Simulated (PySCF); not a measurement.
Isomers of C5H11FOSi, mass 134.056 u with the commonest isotopes. Computed with PBE0/pcSseg-1 in PySCF (dipole) on a GFN2-xTB geometry, gas phase. One conformer each, none proved a minimum here; rigid rotors.

Task: Order these by out-of-plane moment Σ m c² = (Ia + Ib − Ic)/2, smallest first.
A. `[CH3:1]/[C:2](=[CH:3]/[F:4])[SiH2:5][CH2:6][CH2:7][OH:8]` with C1–C2–Si5–C6 16°, C2–Si5–C6–C7 -165°, Si5–C6–C7–O8 -38°, C6–C7–O8–H 173°
B. `[CH3:1][CH2:2][CH2:3][SiH2:4][O:5]/[CH:6]=[CH:7]/[F:8]` with C1–C2–C3–Si4 180°, C2–C3–Si4–O5 -65°, C3–Si4–O5–C6 178°, Si4–O5–C6–C7 -178°
C. `[CH2:1]=[C:2]([CH3:3])[SiH2:4][C@H:5]([F:6])[CH2:7][OH:8]` with C1–C2–Si4–C5 -125°, C2–Si4–C5–F6 -61°, Si4–C5–C7–O8 -174°, C5–C7–O8–H -55°
D. `[CH3:1][O:2][Si@H:3]1[CH2:4][C@@:5]([CH3:6])([F:7])[CH2:8]1` with C1–O2–Si3–C4 178°, O2–Si3–C4–C5 133°, Si3–C4–C5–C6 104°, C4–C5–C8–Si3 17°, O2–Si3–C8–C5 -120°
E. `[CH3:1][O:2][C@@H:3]1[C@H:4]([SiH3:5])[C@H:6]1[CH2:7][F:8]` with C1–O2–C3–C4 -87°, C4–C6–C7–F8 36°
F. `[CH3:1][SiH2:2]/[C:3](=[CH:4]\[F:5])[CH2:6][CH2:7][OH:8]` with C1–Si2–C3–C4 37°, Si2–C3–C6–C7 -64°, C3–C6–C7–O8 64°, C6–C7–O8–H -168°

Result: A (10.18 u·Å²), B (15.26 u·Å²), F (30.28 u·Å²), C (30.72 u·Å²), E (40.14 u·Å²), D (52.47 u·Å²).

Task: Order these by rotational constant A, smallest first.
A. `[CH3:1]/[C:2](=[CH:3]/[F:4])[SiH2:5][CH2:6][CH2:7][OH:8]` with C1–C2–Si5–C6 16°, C2–Si5–C6–C7 -165°, Si5–C6–C7–O8 -38°, C6–C7–O8–H 173°
B. `[CH3:1][O:2][C@@H:3]1[C@H:4]([SiH3:5])[C@H:6]1[CH2:7][F:8]` with C1–O2–C3–C4 -87°, C4–C6–C7–F8 36°
C. `[CH2:1]=[C:2]([CH3:3])[SiH2:4][C@H:5]([F:6])[CH2:7][OH:8]` with C1–C2–Si4–C5 -125°, C2–Si4–C5–F6 -61°, Si4–C5–C7–O8 -174°, C5–C7–O8–H -55°
D. `[CH3:1][SiH2:2]/[C:3](=[CH:4]\[F:5])[CH2:6][CH2:7][OH:8]` with C1–Si2–C3–C4 37°, Si2–C3–C6–C7 -64°, C3–C6–C7–O8 64°, C6–C7–O8–H -168°
E. `[CH3:1][O:2][Si@H:3]1[CH2:4][C@@:5]([CH3:6])([F:7])[CH2:8]1` with C1–O2–Si3–C4 178°, O2–Si3–C4–C5 133°, Si3–C4–C5–C6 104°, C4–C5–C8–Si3 17°, O2–Si3–C8–C5 -120°

Result: B (2086 MHz), D (2190 MHz), A (2980 MHz), C (3486 MHz), E (4167 MHz).

Task: Order these by rotational constant C, smallest first.
A. `[CH3:1]/[C:2](=[CH:3]/[F:4])[SiH2:5][CH2:6][CH2:7][OH:8]` with C1–C2–Si5–C6 16°, C2–Si5–C6–C7 -165°, Si5–C6–C7–O8 -38°, C6–C7–O8–H 173°
B. `[CH3:1][CH2:2][CH2:3][SiH2:4][O:5]/[CH:6]=[CH:7]/[F:8]` with C1–C2–C3–Si4 180°, C2–C3–Si4–O5 -65°, C3–Si4–O5–C6 178°, Si4–O5–C6–C7 -178°
C. `[CH3:1][O:2][C@@H:3]1[C@H:4]([SiH3:5])[C@H:6]1[CH2:7][F:8]` with C1–O2–C3–C4 -87°, C4–C6–C7–F8 36°
D. `[CH2:1]=[C:2]([CH3:3])[SiH2:4][C@H:5]([F:6])[CH2:7][OH:8]` with C1–C2–Si4–C5 -125°, C2–Si4–C5–F6 -61°, Si4–C5–C7–O8 -174°, C5–C7–O8–H -55°
E. `[CH3:1][O:2][Si@H:3]1[CH2:4][C@@:5]([CH3:6])([F:7])[CH2:8]1` with C1–O2–Si3–C4 178°, O2–Si3–C4–C5 133°, Si3–C4–C5–C6 104°, C4–C5–C8–Si3 17°, O2–Si3–C8–C5 -120°

Result: B (522.5 MHz), A (686.4 MHz), D (724.5 MHz), C (844.0 MHz), E (866.0 MHz).

```
                        SMILES  point group  Ia (u·Å²)  Ib (u·Å²)  Ic (u·Å²)      κ  μa (D)  μb (D)  μc (D)
CO[C@@H]1[C@H]([SiH3])[C@H]1CF           C1     242.28     436.79     598.78  -0.50    0.30    0.08    0.30
       CO[Si@H]1C[C@@](C)(F)C1           C1     121.29     567.19     583.55  -0.98    2.24    1.75    0.77
        C=C(C)[SiH2][C@H](F)CO           C1     144.97     614.00     697.53  -0.93    1.45    0.25    0.20
            C[SiH2]/C(=C\F)CCO           C1     230.79     413.70     583.93  -0.46    2.66    1.32    0.47
              CCC[SiH2]O/C=C/F           C1     145.97     851.72     967.17  -0.95    2.11    0.51    0.02
            C/C(=C/F)[SiH2]CCO           C1     169.59     587.02     736.24  -0.85    1.93    2.23    0.63
```
